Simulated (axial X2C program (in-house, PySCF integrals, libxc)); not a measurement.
## Spin–orbit splitting of π states down a group (EOM-EA-CCSD)

Calculated with an in-house all-electron X2C program for linear molecules (integrals from PySCF): two-component X2C with atomic mean-field Coulomb and Gaunt terms, Dyall basis sets with cores contracted in-house.

The first pair of π-type roots with Ω = 1/2 and 3/2, reached by adding an electron to a closed-shell reference; vertical energies, inner shells frozen. Splitting means E(3/2) − E(1/2).

Basis sets: Br dyall-acv3z, Ge dyall-acv3z, Si dyall-av3z, Sn dyall-acv3z. Correlated electrons in EOM-CCSD (inner shells frozen, about 90 virtual spinors): SiBr⁺ 10, GeBr⁺ 10, SnBr⁺ 10.

```
species  reference  R (Å)        main character  spinor gap ε(3/2) − ε(1/2), HF (cm⁻¹)
   SiBr      SiBr⁺  2.235  76% Si pπ, 10% Br dπ                                    230
   GeBr      GeBr⁺  2.328   78% Ge pπ, 9% Br dπ                                    940
   SnBr      SnBr⁺  2.525   82% Sn pπ, 7% Br dπ                                   2270
```

Question: Should these pairs be regular or inverted?

Answer: Regular: one electron outside a closed shell puts Ω = 1/2 lowest, with the sign of the spinor gap.

EOM-EA-CCSD gives:

```
species  binding Ω = 1/2 (eV)  binding Ω = 3/2 (eV)  splitting (cm⁻¹)  lowest root?
   SiBr                 7.299                 7.260               318           yes
   GeBr                 7.260                 7.139               976           yes
   SnBr                 7.005                 6.729              2228           yes
```

A negative binding energy means unbound at this level; the spinor gap is withheld where the HF spinor is unbound or of another character. A small p share on a heavy partner can supply much of the splitting, and mixing of Ω = 1/2 with σ states shifts it further.

States that need a further excitation are missing; levels can be off by some tenths of an eV, splittings by less.
